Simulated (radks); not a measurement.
Species: Ni. Configuration: [Ne] 3s(up 1, down 1) 3p6 3d8 4s2.

Method: non-relativistic Kohn-Sham, r2SCAN, spin-polarised, spherical densities, point nucleus; open shells are filled with parallel spins first; meta-GGA in the generalised Kohn-Sham scheme; computed with a radial shooting solver on a logarithmic mesh with Libxc functionals.

Energy parts (eV):
part                      energy
total                 -41040.609
kinetic                41010.107
electron-nucleus      -97953.675
Hartree                17615.650
exchange-correlation   -1712.691

Orbitals (lengths in bohr, moments of r in powers of bohr; <r^-3> diverges for s and p1/2):
\begin{tabular}{lrrr}
orbital & occ. & eigenvalue (eV) & <r^-3> \\ \hline
1s up & 1 & -8148.105 & - \\
1s down & 1 & -8148.110 & - \\
2s up & 1 & -973.3631 & - \\
2s down & 1 & -971.8543 & - \\
2p up & 3 & -847.9026 & 597.6 \\
2p down & 3 & -846.7785 & 598.7 \\
3s up & 1 & -113.1734 & - \\
3s down & 1 & -110.2351 & - \\
3p up & 3 & -74.3475 & 75.41 \\
3p down & 3 & -71.4222 & 74.51 \\
3d up & 5 & -10.6349 & 7.120 \\
3d down & 3 & -7.9738 & 6.799 \\
4s up & 1 & -5.8993 & - \\
4s down & 1 & -5.5842 & - \\
\end{tabular}

The highest occupied level is 4s down at -5.584 eV. The density falls to 0.001 e/bohr^3 at r = 4.35 bohr. Spin moment in Bohr magnetons: 2. The spin density at the nucleus is 0.281 e/bohr^3 (1s 0.016, 2s -1.239, 3s 0.884, 4s 0.621), a Fermi contact field of 14.7 T. The electron density at the nucleus is 1.495e+04 e/bohr^3. Virial ratio -V/T = 2.00074.
